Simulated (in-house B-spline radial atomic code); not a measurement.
Configurations of the barium ion Ba⁸⁺, with energies counted from [Kr] 4d10 5s2. All numbers are computed (scalar-relativistic (X2C) Hartree-Fock with fractional occupations, spin-polarised, spherical fractional occupations; Fermi nucleus of rms radius 4.8378 fm) with a radial B-spline atomic code at the basis-set limit, not measured. Caution: exact exchange at fractional occupations of open shells leaves self-interaction of up to several eV. Shells without spins written out take the highest spin.

Occupations are held fixed; configurations that lie above the ionisation limit could autoionise.

```tsv
configuration	E - E(ref) (eV)	highest orbital	its <r> (bohr)
[Kr] 4d10 5s1 5d1	48.357	5d up	1.974
[Kr] 4d9 5s2 6s1	145.08	6s up	2.648
[Kr] 4d(4 up, 5 down) 5s2 6d(1 up, 0 down)	167.88	6d up	3.412
[Kr] 4d9 5s2 6f1	180.33	6f up	4.261
[Ar] 3d10 4s2 4p5 4d10 5s2 6s1	247.87	6s up	2.645
[Ar] 3d9 4s2 4p6 4d10 5s2 5p1	829.41	5p up	1.601
[Ar] 3d9 4s2 4p6 4d10 5s2 6p1	880.26	6p up	2.903
```

Order these further configurations by energy, lowest first.
A. [Kr] 4d9 5s2 5d1
B. [Kr] 4d10 5s1 6f1
C. [Kr] 4d10 5s1 5p1
D. [Ar] 3d10 4s2 4p(2 up, 3 down) 4d10 5s2 5p(1 up, 0 down)
E. [Kr] 4d10 5s(0 up, 1 down) 5f(0 up, 1 down)

C (19.457 eV), E (75.255 eV), B (93.006 eV), A (134.94 eV), D (208.62 eV).

How far above the reference does [Ar] 3d(5 up, 4 down) 4s2 4p6 4d10 5s2 6f(1 up, 0 down) lie?

904.9 eV; its least bound orbital is 6f up with <r> = 4.221 bohr.

How far above the reference does [Ar] 3d10 4s2 4p5 4d10 4f1 5s2 lie?

222.32 eV; its least bound orbital is 4f up with <r> = 1.045 bohr.
